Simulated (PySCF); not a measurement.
F$_{2}$Ga (SMILES [F][Ga][F]), doublet, at a GFN2-xTB geometry (such geometries of metal compounds can be far from the true shape) (the spin is typed, not shown lowest). Base run: TPSS/def2-SV(P) run with PySCF.

Input for PySCF:
```python
from pyscf import gto, scf, dft

mol = gto.Mole()
mol.atom = '''
    Ga    0.214105    0.098892    0.081106
    F    -0.535217    1.111066   -1.262575
    F    -0.202255   -1.451694    0.983209
'''
mol.basis = 'def2-sv(p)'
mol.charge = 0
mol.spin = 1
mol.verbose = 5
mol.build()

mf = dft.UKS(mol)
mf.xc = 'tpss'
mf.kernel()
```

Each row names what was changed in the base input (with any setting that the change needs).

```csv
change,ΔE vs base (mEh),fitting functions,dipole (D)
base,0.000,-,1.25
auxbasis = autoaux,-0.058,547,1.25
auxbasis = cc-pvqz-jkfit,-0.121,430,1.25
auxbasis = even-tempered beta=1.6,-0.005,816,1.25
auxbasis = cc-pvtz-jkfit,-0.122,365,1.25
auxbasis = def2-tzvp-ri,-9771.7,311,1.28
auxbasis = cc-pvdz-jkfit,-0.129,311,1.25
auxbasis = def2-universal-jkfit,-0.059,420,1.25
auxbasis = def2-universal-jfit,-0.221,156,1.25
auxbasis = even-tempered beta=3.0,-28.646,376,1.26
```

A fitting set is made for a task (jfit for Coulomb, jkfit for Coulomb and exchange, ri for correlation) and for a family of orbital bases.

Open shells are given as the SCF converged; they aren't shown to be the lowest states, and a large step between rows can be another state.
